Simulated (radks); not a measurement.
Results of a calculation; reference values are marked as such.
Excited configurations of Fe3+: one electron is placed in a higher orbital outside [Ar] 3d4. The ground configuration is [Ar] 3d5. Level of theory: Dirac Kohn-Sham, PBE, spin-unpolarised, spherical densities, point nucleus; open shells are shared between the two j in proportion to 2j + 1 (a radial shooting solver on a logarithmic mesh with Libxc functionals). Excitation = E - E(ground); binding = E(ion) - E, where the ion is the core of charge +4; n* = 4/sqrt(2 binding) in atomic units, and the quantum defect is n - n*. Eigenvalue and <r> are those of j = l + 1/2.

| outer orbital | excitation (eV) | binding (eV) | n* | quantum defect | eigenvalue (eV) | <r> (bohr) |
|---|---|---|---|---|---|---|
| 4d | 32.232 | 20.856 | 3.231 | 0.769 | -17.785 | 3.248 |
| 5s | 33.859 | 19.229 | 3.365 | 1.635 | -17.132 | 4.344 |
| 5p | 36.570 | 16.518 | 3.630 | 1.370 | -14.605 | 4.839 |
| 6d | 44.881 | 8.207 | 5.150 | 0.850 | -7.301 | 9.430 |
| 6f | 46.592 | 6.496 | 5.789 | 0.211 | -5.741 | 11.28 |
| 7s | 45.368 | 7.720 | 5.310 | 1.690 | -6.944 | 10.79 |
| 7p | 46.093 | 6.995 | 5.579 | 1.421 | -6.285 | 11.68 |
| 7d | 47.264 | 5.824 | 6.114 | 0.886 | -5.226 | 13.60 |
| 7f | 48.290 | 4.798 | 6.736 | 0.264 | -4.287 | 15.87 |

The Delta-SCF ionisation energy is 53.088 eV (NIST Atomic Spectra Database: 54.91 eV, measured). Self-interaction in the functional shifts the binding energies and quantum defects, so they are the method's values and not measured ones. Spin polarisation and multiplet splitting are left out, so open shells lie too high by an amount that depends on their filling.

Beside tabulated values, note that spin-unpolarised runs miss the spin-polarisation part of the exchange energy of open shells.
